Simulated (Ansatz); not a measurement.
Relaxation of Cl₄H₂SSn (8 atoms, charge 0, multiplicity 1), to a largest force component of 0.03 eV/Å in at most 50 steps.

Method: RKS PBE0-D4/def2-SVP in Ansatz 0.2.0.

```xyz
8
Properties=species:S:1:pos:R:3
Sn 0.196 0.103 -0.092
Cl 0.218 0.051 2.293
Cl 2.418 -0.070 -0.731
Cl -0.618 2.078 -0.970
Cl -0.858 -1.779 -0.947
S -3.208 0.144 1.186
H -3.325 -1.071 0.609
H -2.323 -0.328 2.132
```

Problem. Where does it end, and by what steps?

Solution. The forces met the threshold. The force dipped under the threshold on the way, but the program's further checks kept it going. After 16 steps the energy has fallen by 0.119 eV; H7 moved furthest, 0.89 Å.

```
step  energy less start (eV)  largest force component (eV/Å)  accepted
   0                  0.0000                           0.746       yes
   1                 -0.0357                           0.376       yes
   2                 -0.0541                           0.346       yes
   3                 -0.0700                           0.272       yes
   4                 -0.0825                           0.072       yes
   5                 -0.0864                           0.159       yes
   6                 -0.0930                           0.074       yes
   7                 -0.0962                           0.243       yes
   8                 -0.0987                           0.236       yes
   9                 -0.1072                           0.059       yes
  10                 -0.1134                           0.042       yes
  11                 -0.0933                           0.916        no
  12                 -0.1157                           0.077       yes
  13                 -0.1187                           0.010       yes
  14                 -0.1189                           0.105       yes
  15                 -0.1192                           0.032       yes
  16                 -0.1194                           0.002       yes
```

```xyz
8
Properties=species:S:1:pos:R:3
Sn 0.087 0.055 0.072
Cl 0.543 0.271 2.350
Cl 2.231 0.011 -0.850
Cl -0.875 1.879 -1.017
Cl -0.759 -2.027 -0.568
S -2.684 0.205 1.318
H -3.377 -0.260 0.256
H -2.665 -1.005 1.917
```

Time of the run: 44 s on 4 threads of Arm Neoverse V2, on a shared host, peak memory 0.41 GiB.
